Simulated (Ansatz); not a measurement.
Frontier orbitals of `CO[SiH](O)[GaH2]`.

```xyz
12

C    -0.730   -0.402    1.711
O     0.113   -1.099    0.822
Si    0.802   -0.425   -0.510
O     1.857    0.793   -0.135
Ga   -0.775    0.687   -1.977
H    -1.256   -1.132    2.329
H    -0.152    0.259    2.365
H    -1.472    0.204    1.178
H     1.540   -1.575   -1.102
H     2.682    0.554    0.293
H    -2.071    1.405   -1.440
H    -0.537    0.732   -3.533
```

Total charge 0; spin multiplicity 1. Correlated methods include outer-core shells of Ga, which these sets cover unevenly. Scalar relativity is left out up to krypton. The geometry is a stationary point of PBE0-D4/def2-TZVP. It is one conformer, not always the lowest. Basis def2-TZVPP, Ansatz.

| functional | HOMO (eV) | LUMO (eV) | gap (eV) |
| --- | --- | --- | --- |
| PBE | -6.00 | -2.82 | 3.18 |
| BLYP | -5.89 | -2.74 | 3.15 |
| PBE0 | -7.16 | -2.01 | 5.15 |
| B3LYP | -6.97 | -2.27 | 4.70 |
| HSE06 (plane-wave form) | -6.76 | -2.38 | 4.38 |
| BHLYP | -8.22 | -1.24 | 6.98 |
| ωB97M-V | -9.22 | -0.29 | 8.93 |

**Question.** What is the vertical ionisation energy at frozen-core CCSD(T)/def2-TZVPP? (An estimate is asked.)

**Answer.** Computed: 9.34 eV (T1 of the cation 0.021).

Against PBE, PBE0 changes HOMO and LUMO by −1.15 and +0.81 eV, ωB97M-V by −3.21 and +2.53 eV. A gap of 3.18 eV thus becomes 8.93 eV for the same molecule, so an orbital gap means little without its functional. −ε(HOMO) differs from that ionisation energy by −3.34 eV with PBE and −0.13 eV with ωB97M-V.

B3LYP here is the variant with VWN-RPA as its local correlation; programs differ in this.
